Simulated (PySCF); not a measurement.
Run record: excited-state job, `O=C/C(=N/[SiH3])C#N`.

Computed with TDDFT CAM-B3LYP/def2-SVPD, vertical, gas phase, core orbitals frozen in the response (PySCF 2.14.0, density-fitted response routines). Geometry: GFN2-xTB. The input is one job of a driver script: a line of settings, then coordinates in Å.

Command:
```bash
OMP_NUM_THREADS=1 python probes_run.py task.json out
```

Input:
```
{"job": {"kind": "uv", "xc": "CAM-B3LYP", "basis": "def2-SVPD", "nstates": 8, "ntriplets": 3}, "charge": 0, "multiplicity": 1}
N      0.359021     0.909388    -2.534025
C      0.558117     0.541107    -1.467713
C      0.742057     0.075072    -0.127170
C      2.156463    -0.041481     0.368921
O      3.135671     0.222313    -0.266305
N     -0.194252    -0.240133     0.656071
Si    -1.925405    -0.255400     0.495020
H      2.187808    -0.407640     1.410784
H     -2.297474    -1.164583    -0.586122
H     -2.325317    -0.736035     1.811445
H     -2.391263     1.100062     0.213131
```

Output:
```
coarse grid: 10576 points
cycle   1  E = -590.1635682302  dE =  1.125e+00  |g| = 9.432e-01  |ddm| = 5.308e+00
cycle   2  E = -589.7286180976  dE =  4.350e-01  |g| = 1.803e+00  |ddm| = 3.211e+00
cycle   3  E = -590.3634314519  dE = -6.348e-01  |g| = 9.104e-02  |ddm| = 2.167e+00
cycle   4  E = -590.3634446513  dE = -1.320e-05  |g| = 9.376e-02  |ddm| = 3.414e-01
cycle   5  E = -590.3653563876  dE = -1.912e-03  |g| = 1.570e-02  |ddm| = 1.561e-01
cycle   6  E = -590.3654132850  dE = -5.690e-05  |g| = 4.531e-03  |ddm| = 4.222e-02
cycle   7  E = -590.3654172351  dE = -3.950e-06  |g| = 2.845e-03  |ddm| = 1.281e-02
final grid: 100232 points
cycle   8  E = -590.4571153853  dE = -1.133e-05  |g| = 6.089e-03  |ddm| = 5.635e-02
cycle   9  E = -590.4571023251  dE =  1.306e-05  |g| = 1.024e-02  |ddm| = 2.075e-02
cycle  10  E = -590.4571227759  dE = -2.045e-05  |g| = 3.204e-04  |ddm| = 1.224e-02
cycle  11  E = -590.4571227935  dE = -1.760e-08  |g| = 2.059e-04  |ddm| = 6.667e-04
cycle  12  E = -590.4571228018  dE = -8.287e-09  |g| = 1.148e-04  |ddm| = 3.458e-04
cycle  13  E = -590.4571228044  dE = -2.686e-09  |g| = 1.441e-05  |ddm| = 1.838e-04
cycle  14  E = -590.4571228045  dE = -8.652e-11  |g| = 5.756e-06  |ddm| = 3.992e-05
converged SCF energy = -590.4571228045

Static polarisability (au): isotropic 75.940, principal 52.095 77.596 98.128

Singlet excitations
state   eV       nm        f      main configurations
  1   2.8944    428.4   0.00001   H->L 0.95
  2   3.8030    326.0   0.00012   H-1->L 0.84, H->L+1 0.08
  3   5.7575    215.3   0.00023   H-3->L 0.36, H->L+1 0.26, H-5->L 0.16
  4   5.8575    211.7   0.27303   H-2->L 0.92
  5   5.9960    206.8   0.00186   H->L+1 0.47, H-3->L 0.33
  6   6.6956    185.2   0.00302   H-5->L 0.62, H-3->L 0.23
  7   6.8032    182.2   0.09000   H-4->L 0.85
  8   7.0926    174.8   0.02488   H->L+2 0.78, H-1->L+2 0.12

Triplet excitations (Tamm-Dancoff, eV): 2.3156 3.2260 3.7412
```

The SCF starts on a coarse grid where the log names one; the energy can jump when the final grid takes over, and dE then counts from the start density on the new grid. H and L stand for HOMO and LUMO; the number after each pair is its weight.

**Question.** Which computed singlet has the largest oscillator strength, and what do all of them sum to?

**Answer.** State 4 at 5.86 eV (212 nm), f = 0.273; the 8 states sum to 0.393.

**Question.** Give S1 in cm⁻¹ and kJ/mol.

**Answer.** 2.8944 eV × 8065.54 = 23345 cm⁻¹; × 96.485 = 279.3 kJ/mol.

Summary of the converged run: HOMO -9.63 eV, LUMO -2.49 eV; lowest singlet 2.89 eV; lowest triplet 2.32 eV (Tamm–Dancoff); mean polarisability 75.9 au.

Hardware: Intel Xeon at 2.70 GHz, one thread, no GPU, on a shared host. Cost: 50 s wall (grids of density and orbitals included), 0.76 GiB resident at most.

One conformer stands for the species.
Labels such as C1 count atoms from 1, the log's own numbers from 0.
